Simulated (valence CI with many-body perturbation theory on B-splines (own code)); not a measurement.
In XIX: calculated level list

Calculated by relativistic CI+MBPT: three valence electrons over a frozen Dirac-Fock core [Ar] 3d10, radial functions for each j: 11 s, 11 p, 9 d, 7 f, 5 g, 2 h, 1 i, with the one-electron correlation potential Σ1 (screened to all orders), the two-electron term Σ2, the three-electron term Σ3, Breit, model QED; selected single and double excitations, second order for the rest (own B-spline code, finite nucleus).

No measured levels were compared; by estimate levels hold to about 250 cm⁻¹ or 0.2 % of their energy and the worst to 1 %, as in measured heavy ions of charge 2 to 7; those with d or f electrons hold less well.

Levels 1 to 45 of 66, with energies above the lowest level, 4s²4p ²P°_1/2. "Leading %" is the weight of the configuration and term that name the level; weights of strongly mixed levels are sums over their largest components and can fall short. In the jj column 3d3/2^4 stands for four electrons in 3d with j = 3/2.

```
No.  Configuration  Term    J  E (cm⁻¹)  Leading %      g                Leading jj
  1          4s²4p   ²P°  1/2         0         99  0.664         4s^2 4p1/2 (99 %)
  2          4s²4p   ²P°  3/2     78200         98  1.333         4s^2 4p3/2 (98 %)
  3          4s4p²    ⁴P  1/2    311930         87  2.552         4s 4p1/2^2 (77 %)
  4          4s4p²    ⁴P  3/2    358070         97  1.712     4s 4p1/2 4p3/2 (96 %)
  5          4s4p²    ⁴P  5/2    383630         73  1.492     4s 4p1/2 4p3/2 (82 %)
  6          4s4p²    ²D  3/2    433170         84  0.862     4s 4p1/2 4p3/2 (83 %)
  7          4s4p²    ²D  5/2    465630         69  1.306         4s 4p3/2^2 (81 %)
  8          4s4p²    ²P  1/2    467430         66  1.174     4s 4p1/2 4p3/2 (70 %)
  9          4s4p²    ²S  1/2    545210         64  1.608         4s 4p3/2^2 (87 %)
 10          4s4p²    ²P  3/2    553300         88  1.289         4s 4p3/2^2 (80 %)
 11          4s²4d    ²D  3/2    675570         92  0.800         4s^2 4d3/2 (92 %)
 12          4s²4d    ²D  5/2    689030         93  1.200         4s^2 4d5/2 (93 %)
 13            4p³   ⁴S°  3/2    776220         33  1.375      4p1/2^2 4p3/2 (90 %)
 14            4p³   ⁴S°  3/2    829370         52  1.433      4p1/2 4p3/2^2 (92 %)
 15            4p³   ²D°  5/2    834270         85  1.198      4p1/2 4p3/2^2 (85 %)
 16            4p³   ²P°  1/2    883370         92  0.664      4p1/2 4p3/2^2 (92 %)
 17         4s4p4d   ⁴F°  3/2    919260         88  0.477     4s 4p1/2 4d3/2 (89 %)
 18         4s4p4d   ⁴F°  5/2    934760         88  1.046     4s 4p1/2 4d3/2 (57 %)
 19            4p³   ²P°  3/2    934790         54  1.279            4p3/2^3 (81 %)
 20         4s4p4d   ⁴F°  7/2    959750         85  1.251     4s 4p1/2 4d5/2 (67 %)
 21         4s4p4d   ⁴P°  5/2    974140         56  1.459     4s 4p1/2 4d5/2 (89 %)
 22         4s4p4d   ⁴D°  3/2    981030         53  1.365     4s 4p1/2 4d3/2 (53 %)
 23         4s4p4d   ⁴D°  1/2    984280         81  0.333     4s 4p1/2 4d3/2 (81 %)
 24         4s4p4d   ⁴F°  9/2   1005200        100  1.333    4s 4p3/2 4d5/2 (100 %)
 25         4s4p4d   ²F°  5/2   1018700         58  1.015     4s 4p1/2 4d5/2 (44 %)
 26         4s4p4d   ²D°  3/2   1024900         64  0.873     4s 4p3/2 4d3/2 (38 %)
 27         4s4p4d   ⁴P°  1/2   1034000         88  2.359     4s 4p3/2 4d3/2 (97 %)
 28         4s4p4d   ⁴D°  7/2   1036700         83  1.393     4s 4p3/2 4d5/2 (55 %)
 29         4s4p4d   ⁴D°  5/2   1036900         61  1.317     4s 4p3/2 4d3/2 (76 %)
 30         4s4p4d   ⁴P°  3/2   1037500         60  1.506     4s 4p3/2 4d3/2 (74 %)
 31         4s4p4d   ²D°  5/2   1057500         50  1.219     4s 4p3/2 4d5/2 (85 %)
 32         4s4p4d   ²P°  3/2   1093800         50  1.130     4s 4p3/2 4d5/2 (32 %)
 33         4s4p4d   ²F°  7/2   1095600         98  1.143     4s 4p3/2 4d5/2 (72 %)
 34         4s4p4d   ²F°  7/2   1118000         81  1.162     4s 4p3/2 4d5/2 (54 %)
 35         4s4p4d   ²F°  5/2   1119900         80  0.881     4s 4p3/2 4d3/2 (72 %)
 36         4s4p4d   ²P°  1/2   1134800         90  0.645     4s 4p3/2 4d5/2 (68 %)
 37         4s4p4d   ²P°  1/2   1144800         91  0.659     4s 4p3/2 4d3/2 (69 %)
 38         4s4p4d   ²D°  3/2   1158300         60  0.978     4s 4p3/2 4d3/2 (50 %)
 39         4s4p4d   ²P°  3/2   1158700         87  1.309     4s 4p3/2 4d5/2 (74 %)
 40         4s4p4d   ²D°  5/2   1164500         83  1.171     4s 4p3/2 4d5/2 (76 %)
 41          4s²4f   ²F°  7/2   1304600         88  1.143         4s^2 4f7/2 (88 %)
 42          4s²4f   ²F°  5/2   1304600         87  0.856         4s^2 4f5/2 (87 %)
 43          4p²4d    ⁴F  3/2   1316700         60  0.649      4p1/2^2 4d3/2 (86 %)
 44          4p²4d    ⁴F  5/2   1339300         40  1.131      4p1/2^2 4d5/2 (70 %)
 45          4p²4d    ²F  5/2   1360300         61  0.918  4p1/2 4p3/2 4d3/2 (86 %)
```

Names give the largest LS component (configuration and term), which can be under half, so a name can repeat, a term be missing and a line seem to break the LS rules; names also repeat where a configuration has a term twice.

Where two levels of one J and parity lie close, their mixing, g and order are uncertain.

The ionisation energy to 4s² ¹S0 of the next ion comes out as 493.67 eV (NIST: 497.1 ± 0.3 eV (semi-empirical), further off than twice its uncertainty). All 66 levels together are meant to be complete up to 1529100 cm⁻¹.
